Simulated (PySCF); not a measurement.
These compounds are isomers of formula C7H8.

A. SMILES CC#C[C@@H]1[C@H]2C[C@@H]12
B. `InChI=1S/C7H8/c1-5-4-6-2-3-7(5)6/h2-4,6-7H,1H3/t6-,7+/m0/s1`
C. SMILES C[C@@]12C=C[C@H]3[C@@H]1[C@@H]23

Spectrum 1. $^{13}$C{$^{1}$H} NMR (computed): δ 84.7 (C), 79.6 (C), 30.5 (CH), 26.4 (CH2), 7.6 (CH), 4.7 (CH3).

Spectrum 2. $^{13}$C{$^{1}$H} NMR (computed): δ 144.3 (CH), 143.5 (CH), 58.2 (CH), 47.4 (C), 37.2 (CH), 14.6 (CH3).

Spectrum 3. $^{13}$C{$^{1}$H} NMR (computed): δ 165.4 (C), 155.0 (CH), 152.4 (CH), 143.4 (CH), 54.6 (CH), 49.4 (CH), 19.9 (CH3).

A single conformation, non-relativistic Hamiltonian, isolated molecule, rapidly exchanging positions averaged. Couplings computed with B3LYP/pcJ-1 (spin–dipole term left out of most H,H and C,H couplings); GIAO PBE0/pcSseg-1 shieldings; structure optimised with GFN2-xTB; PySCF.

Shifts are taken against calculated references (same method and geometry level): $^{13}$C (σref 186.93) vs TMS. Shifts are as computed. Against solution values, carbons near 30 ppm lie about +3 ppm off and those near 130 ppm about +5 ppm. Of 1211 compounds with measured shifts, 218 miss one by over three times the rms of a fit or turn the order of signals round; such compounds aren't used in these exercises.

Match each spectrum to its structure.

## Answers

1–A, 2–C, 3–B.

- Spectrum 1 (A): 6 $^{13}$C signals; δC 84.7 is an alkyne carbon; δC 79.6 is an alkyne carbon.
- Spectrum 2 (C): 6 $^{13}$C signals; δC 144.3 is an alkene CH; δC 143.5 is an alkene CH.
- Spectrum 3 (B): 7 $^{13}$C signals; δC 155.0 is an alkene CH; δC 152.4 is an alkene CH.
